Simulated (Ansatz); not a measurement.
Molecule: N-bis(ethenyl)boranyl-N-methylmethanamine, C₆H₁₂BN, net charge 0, singlet state. 
Coordinates optimised at B3LYP-D3(BJ)/def2-TZVP (Ansatz, an electronic-structure program):
SMILES: CN(B(C=C)C=C)C
```xyz
20

C      1.9124    -1.7745     1.0886
C      0.6390    -1.5121     0.7846
B      0.1936    -0.2638    -0.0511
C      1.3002     0.4822    -0.8815
C      1.6196     1.7721    -0.7806
N     -1.1468     0.1636    -0.0610
C     -1.6663     1.2295    -0.9039
C     -2.1944    -0.4054     0.7715
H      2.7165    -1.1175     0.7757
H      2.2046    -2.6438     1.6680
H     -0.0958    -2.2282     1.1460
H      1.9289    -0.1262    -1.5307
H      2.4506     2.2104    -1.3231
H      1.0700     2.4476    -0.1325
H     -0.9060     1.5725    -1.5971
H     -2.0028     2.0797    -0.3003
H     -2.5296     0.8694    -1.4739
H     -1.7960    -1.1521     1.4497
H     -2.9751    -0.8667     0.1568
H     -2.6682     0.3787     1.3716
```

Computed values are from Ansatz. Valence correlation only, unless marked. Open shells are spin-unrestricted. Spin-orbit coupling is left out. Non-relativistic. CBS marks a two-point X^-3 extrapolation of the correlation energy; Hartree-Fock from the larger set. The bracket is a focal-point correction in the basis named.

### Question
What is the dipole moment at CCSD(T)/aug-cc-pVDZ?

### Answer
1.52 D.

### Question
What is the T1 diagnostic at CCSD/aug-cc-pVTZ?

### Answer
0.013.

### Question
What is the atomisation energy De at RI-MP2/CBS(aug-cc-pVTZ,aug-cc-pVQZ)+[CCSD(T)-MP2]/aug-cc-pVTZ?

### Answer
8269.0 kJ/mol.

### Question
What is the total energy at RI-MP2/CBS(aug-cc-pVTZ,aug-cc-pVQZ)+[CCSD(T)-MP2]/aug-cc-pVTZ?

### Answer
-315.0345 Eh.
